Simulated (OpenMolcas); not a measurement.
Ionisation energies of platinum

```json
{
  "Program": "OpenMolcas",
  "Basis": "ANO-RCC-VTZP [8s7p5d3f1g]",
  "Scalar Hamiltonian": "DKH2, point nucleus",
  "Spin-orbit coupling": "RASSI with atomic mean-field integrals over the reference wave functions, term energies averaged over their components"
}
```

Active shells in each charge state: the valence d shell, with orbitals averaged over the low states. Where CASPT2's correlated closed shells are named, they are those of the first ion.

A. CASSCF
B. SS-CASPT2, IPEA 0.25 Eh, imaginary shift 0.1 Eh (closed shells correlated: 5s 5p)
C. SS-CASPT2, IPEA 0.25 Eh, imaginary shift 0.1 Eh (closed shells correlated: none)
D. SS-CASPT2, IPEA 0 Eh, imaginary shift 0.1 Eh (closed shells correlated: 5s 5p)
E. SS-CASPT2, IPEA 0.25 Eh, imaginary shift 0.1 Eh (closed shells correlated: 4f 5s 5p)

Energies in eV between the lowest computed levels, named as in B; reference values from the NIST Atomic Spectra Database with their kind.

```json
{"From": "Pt2+ 5d8 3F4", "To": "Pt3+ 5d7 4F 9/2", "A": "29.156", "B": "30.615", "C": "30.603", "D": "30.561", "E": "30.739", "Spin-orbit share in B": "-0.077", "Reference": "29.000 (theoretical)"}
{"From": "Pt3+ 5d7 4F 9/2", "To": "Pt4+ 5d6 5D4", "A": "43.004", "B": "44.256", "C": "44.210", "D": "44.253", "E": "44.404", "Spin-orbit share in B": "+0.249", "Reference": "43.000 (theoretical)"}
{"From": "Pt4+ 5d6 5D4", "To": "Pt5+ 5d5 6S 5/2", "A": "56.775", "B": "58.062", "C": "57.949", "D": "58.046", "E": "58.230", "Spin-orbit share in B": "+0.669", "Reference": "56.000 (theoretical)"}
{"From": "Pt5+ 5d5 6S 5/2", "To": "Pt6+ 5d4 5D0", "A": "75.331", "B": "76.037", "C": "75.879", "D": "76.098", "E": "76.274", "Spin-orbit share in B": "-1.188", "Reference": "75.000 (theoretical)"}
{"From": "Pt6+ 5d4 5D0", "To": "Pt7+ 5d3 4F 3/2", "A": "91.012", "B": "91.744", "C": "91.488", "D": "91.791", "E": "91.994", "Spin-orbit share in B": "-0.520", "Reference": "91.000 (theoretical)"}
{"From": "Pt7+ 5d3 4F 3/2", "To": "Pt8+ 5d2 3F2", "A": "108.174", "B": "108.813", "C": "108.456", "D": "108.863", "E": "109.077", "Spin-orbit share in B": "-0.121", "Reference": "109.000 (theoretical)"}
```

The lowest level within the active space need not be the ion's true ground level.
